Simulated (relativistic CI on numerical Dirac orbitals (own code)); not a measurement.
**d1 to d9 in one octahedral field**

Computed with a parametric ligand-field model without spin-orbit coupling, by exact diagonalisation: B = 500, C = 2430, 10Dq = 31200 cm⁻¹ (Oh; |10Dq|/B = 62.4) for every shell. Energies in cm⁻¹; the field energy is (0.6 n_e − 0.4 n_t2) × 10Dq of the ground term; g labels are left out. So small a B with so large a field is typical of 4d and 5d ions, where spin-orbit coupling, left out here, reaches 1,000 to 4,000 cm⁻¹.

| Shell | Ground term | Electrons in e | Field energy | First spin-allowed bands | Lowest term of other spin |
| --- | --- | --- | --- | --- | --- |
| d1 | 2T2 | 0.000 | -12480 | 2E 31200 |  |
| d2 | 3T1 | 0.007 | -24744 | 3T2 29950, 3T1 36201 | 1T2 8013 |
| d3 | 4A2 | 0.000 | -37440 | 4T2 31200, 4T1 36867 | 2E 11313 |
| d4 | 3T1 | 0.013 | -49526 | 3E 28827, 3T1 29449 | 1T2 7089 |
| d5 | 2T2 | 0.024 | -61649 | 2A2 28091, 2T1 28260 | 4T1 19767 |
| d6 | ? | ? | ? | ? | ? |
| d7 | 2E | 1.013 | -55761 | 2T1 29229, 2T2 29872 | 4T1 19725 |
| d8 | 3A2 | 2.000 | -37440 | 3T2 31200, 3T1 36867 | 1E 8812 |
| d9 | 2E | 3.000 | -18720 | 2T2 31200 |  |

Problem. Fill in the row of d6.

Solution. Ground term: 1A1; Electrons in e: 0.020; Field energy: -74260; First spin-allowed bands: 1T1 29357, 1T2 36615; Lowest term of other spin: 3T1 24289. Low spin: d4, d5, d6, d7; the other shells keep the spin of the free ion. Only d4 to d7 can choose; the field needed to pair spins is smallest for d6 and largest for d5, which loses most exchange energy. In the strong-field picture 10Dq must exceed about 6B + 5C = 15150 (d4), 7.5B + 5C = 15900 (d5), 2.5B + 4C = 10970 (d6) and 4B + 4C = 11720 (d7); mixing of terms shifts these bounds somewhat.
